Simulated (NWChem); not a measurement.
System meant: WN2H4O2; SMILES [OH][W]([NH2])(=[NH])=[O]

NWChem input:

```
start job
memory heap 200 mb stack 900 mb global 1100 mb
geometry units angstroms noautoz
  W     -0.035084    -0.009686     0.073367
  O      0.228438    -0.158670     1.757722
  N      1.457181    -0.095431    -0.850163
  H      2.469652    -0.186911    -0.834186
  O     -0.906892     1.643258    -0.275000
  H     -0.666739     2.272045    -0.962422
  N     -1.100140    -1.523915    -0.525567
  H     -1.813918    -1.959196     0.052985
  H     -0.913606    -2.080118    -1.353578
end
basis spherical
  W library def2-svp
  O library def2-svp
  N library def2-svp
  H library def2-svp
end
dft
  xc b3lyp
  iterations 150
  mulliken
end
task dft energy
```

End of the output:

```
          Convergence Information
          -----------------------
          Convergence aids based upon iterative change in
          total energy or number of iterations.
          Levelshifting, if invoked, occurs when the
          HOMO/LUMO gap drops below (HL_TOL):  1.00D-02
          DIIS, if invoked, will attempt to extrapolate
          using up to (NFOCK): 10 stored Fock matrices.

                    Damping( 0%)  Levelshifting(0.5)       DIIS
                  --------------- ------------------- ---------------
          dE  on:    start            ASAP                start
          dE off:    2 iters        150 iters           150 iters

      Screening Tolerance Information
      -------------------------------
          Density screening/tol_rho:  1.00D-10
          AO Gaussian exp screening on grid/accAOfunc:  14
          CD Gaussian exp screening on grid/accCDfunc:  20
          XC Gaussian exp screening on grid/accXCfunc:  20
          Schwarz screening/accCoul:  1.00D-08

      Superposition of Atomic Density Guess
      -------------------------------------

      charge =      74.0 W (Tungsten)

      symmetry species            s     p     d     f
      number of basis functions = 7     6     5     1
      number of cont. functions = 6     3     2     1
      number of closed shells   = 6     4     2     1
      number of open shells     = 0     0     1     0
      open shell occupation     = 0     0     4     0
 ------------------------------------------------------------------------
 atomscf:atomd: error in atom scf                   0
 ------------------------------------------------------------------------
 ------------------------------------------------------------------------
  current input line :
    25: task dft energy
 ------------------------------------------------------------------------
 ------------------------------------------------------------------------
 This error has not yet been assigned to a category
 ------------------------------------------------------------------------
 For more information see the NWChem manual at https://nwchemgit.github.io

0:atomscf:atomd: error in atom scf:Received an Error in Communication
```

Q: Find the fault in this run and fix the input.

A: The program stopped with an error. Cause: the def2 basis of a heavy element holds valence functions alone and wants its effective core potential (without it all electrons must fit into that basis). This input runs:
```
start job
memory heap 200 mb stack 900 mb global 1100 mb
geometry units angstroms noautoz
  W     -0.035084    -0.009686     0.073367
  O      0.228438    -0.158670     1.757722
  N      1.457181    -0.095431    -0.850163
  H      2.469652    -0.186911    -0.834186
  O     -0.906892     1.643258    -0.275000
  H     -0.666739     2.272045    -0.962422
  N     -1.100140    -1.523915    -0.525567
  H     -1.813918    -1.959196     0.052985
  H     -0.913606    -2.080118    -1.353578
end
basis spherical
  * library def2-svp
end
ecp
  W library def2-ecp
end
dft
  xc b3lyp
  iterations 150
  mulliken
end
task dft energy
```
It converges to -329.41940 Ha (B3LYP/def2-SVP with def2 effective core potentials on W).
